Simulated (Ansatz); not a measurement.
`OC(S)O[SiH3]`. Total charge 0; spin multiplicity 1.

Z-matrix (Å, degrees):
```
C
S 1 1.818
O 1 1.393 2 114.1
O 1 1.382 2 109.1 3 121.7
H 1 1.101 2 104.1 3 -118.9
H 2 1.344 1 94.5 3 -66.8
Si 3 1.661 1 124.3 2 -41.9
H 4 0.964 1 106.8 2 -164.8
H 7 1.482 3 104.0 1 -161.1
H 7 1.482 3 112.1 1 80.4
H 7 1.486 3 110.6 1 -42.7
```

Task: What are the harmonic wavenumbers in cm⁻¹ at PBE0-D4/def2-TZVP (Ansatz, finite differences of forces, unscaled)? (Best estimate.)

Result: The calculation gave: 55, 139, 179, 236, 277, 385, 396, 497, 657, 708, 721, 837, 931, 941, 957, 962, 1116, 1151, 1267, 1355, 1401, 2230, 2248, 2251, 2706, 2994, 3820.

Task: Is this a minimum?

Result: Yes, all 27 modes are real.

Task: Give the ideal-gas thermochemistry at 298.15 K and 1 bar (rigid rotor, harmonic oscillator; point group C1, symmetry number 1).

Result: Zero-point energy 187.9 kJ/mol; H(298) − E = 209.8 kJ/mol; entropy 355.9 J/(mol·K), of which translation 167.5, rotation 114.7, vibration 73.7; G(298) − E = 103.7 kJ/mol. Modes under 100 cm⁻¹ are hindered rotations or soft bends, so the harmonic entropy is rough.

Task: And at 400, 500, 600, 800 and 1000 K?

Result: 
```csv
T (K),H − E (kJ/mol),S (J/mol/K),G − E (kJ/mol)
400,222.6,392.7,65.6
500,237.3,425.3,24.7
600,253.5,454.9,-19.4
800,289.8,506.9,-115.7
1000,329.7,551.3,-221.6
```

Task: Rotational constants (cm⁻¹)?

Result: 0.1532, 0.07347, 0.05253.
